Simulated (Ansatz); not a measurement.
Ansatz (a program for electronic structure) input (CCSD(T)/6-31G):

Ansatz 0.2 input:
```yaml
crystal:
  periodic: [false, false, false]
  atoms:
    - {symbol: Al, position_ang: [-0.00000000, -0.00000000, -1.22411171]}
    - {symbol: Cl, position_ang: [0.00000000, 0.00000000, 0.93608542]}
basis:
  gaussian:
    orbitals: 6-31G
magnetization: {spin_polarized: false}
correlation: {method: ccsd_t, electrons: outside_noble_gas}
```

End of the output:

```
integrals: 0.00 GiB planned
278 factors; integrals over basis functions are off by at most 1.1e-4 eV
mean field: 0.05 GiB planned
mean field evaluation 1: about -19085.9123 eV, gradient 1.2e1 eV
mean field evaluation 2: about -19085.9139 eV, gradient 1.2e1 eV
mean field evaluation 4: about -19086.5564 eV, gradient 5.3e-1 eV
mean field evaluation 8: about -19086.5598 eV, gradient 2.9e-4 eV
mean field evaluation 16: about -19086.5598 eV, gradient 2.3e-6 eV
mean field -19086.55975815 eV, -701.4181337772 hartree, gradient 2.3e-6 eV, S^2 0.000000; 0 other end points of the search recorded, 0 dependent functions left out
10 core orbitals not correlated
reference -19086.55975815 eV, -701.4181337772 hartree; 5, 5 occupied and 11, 11 virtual orbitals, 278 factors
second order -1.83993162 eV of doubles, -0.00000000 eV of singles
coupled cluster: 0.04 GiB planned
cycle   1  -2.11285626 eV  change   -2.7e-1 eV  update   7.5e-2
cycle   2  -2.27112997 eV  change   -1.6e-1 eV  update   2.9e-2
cycle   3  -2.30808295 eV  change   -3.7e-2 eV  update   1.1e-2
cycle   4  -2.30650964 eV  change    1.6e-3 eV  update   2.3e-3
cycle   5  -2.30661664 eV  change   -1.1e-4 eV  update   5.3e-4
cycle   6  -2.30661776 eV  change   -1.1e-6 eV  update   1.5e-4
cycle   7  -2.30657588 eV  change    4.2e-5 eV  update   4.7e-5
cycle   8  -2.30658538 eV  change   -9.5e-6 eV  update   1.5e-5
cycle   9  -2.30658598 eV  change   -6.0e-7 eV  update   4.6e-6
perturbative correction -0.04795430 eV, -0.0017622880 hartree
Total energy: -19088.91429843 eV, -701.5046615367 hartree
```
